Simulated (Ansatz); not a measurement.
The cluster Nb2O2. Total charge 0; triplet. Geometry r2SCAN-D4/def2-TZVPD, that of the charge -1 doublet; atoms count from 1.

```tsv
atom	x (Å)	y (Å)	z (Å)
Nb1	-0.1964	-0.7048	1.3645
Nb2	1.4247	-0.0217	-0.5040
O3	0.4139	0.7914	-1.6059
O4	-1.6423	-0.0650	0.7454
```

In the def2 sets Nb takes a core potential; there is no spin–orbit coupling. At PBE0-D4/def2-TZVPD a singlet of charge 0 lies 0.26 eV below the triplet at the same geometry. The structure comes from a short search, and lower isomers may exist.

(1) Estimate the Mulliken populations from the PBE0/def2-TZVPD orbitals of Ansatz.

(2) Where does the spin sit?

(3) And the Mayer bond orders between bonded heavy atoms (over 0.3)?

Answers

(1) 
```
atom  charge (e)  spin (α − β)  d electrons
 Nb1        0.60          1.36         3.40
 Nb2        0.59          0.80         3.40
  O3       -0.59         -0.06            –
  O4       -0.60         -0.10            –
```
Mulliken values and Mayer orders depend strongly on the basis. With diffuse functions, as here, like atoms can get unlike values, and bond orders can come out too low or too high.

(2) Summed by element: Nb 2.16, O -0.16, of 2 unpaired in all. Largest on single atoms: Nb1 1.36, Nb2 0.80, O4 -0.10.

(3) Nb1–Nb2 1.98 (2.57 Å); Nb1–O4 2.10 (1.70 Å); Nb2–O3 2.10 (1.70 Å).
